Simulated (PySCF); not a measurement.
How methods differ on the ionisation energy of Sb

Sb [Kr] 4d10 5s2 5p3 (4S) → Sb⁺ [Kr] 4d10 5s2 5p2 (3P), as a difference of total energies. All numbers are calculated (PySCF 2.14, scalar relativity through the core potential, in aug-cc-pVDZ-PP with ECP28MDF). Correlated levels: valence: 4s2 4p6 4d10 frozen. The calculations carry no spin-orbit coupling.

```csv
method,ionisation energy (eV)
UHF,8.598
MP2 (valence),8.913
SCS-MP2 (valence),8.804
CCSD (valence),8.882
CCSD(T) (valence),8.891
CCSDT (valence),8.892
```

Question: How much does correlation contribute at CCSD(T) (valence)?

Answer: 8.891 − (8.598) = 0.293 eV, measured against UHF.

Errors of the correlated levels include the incompleteness of this basis and the frozen core.

For comparison: 9.124 eV (measured; NIST levels, between the centres of gravity of the two terms).
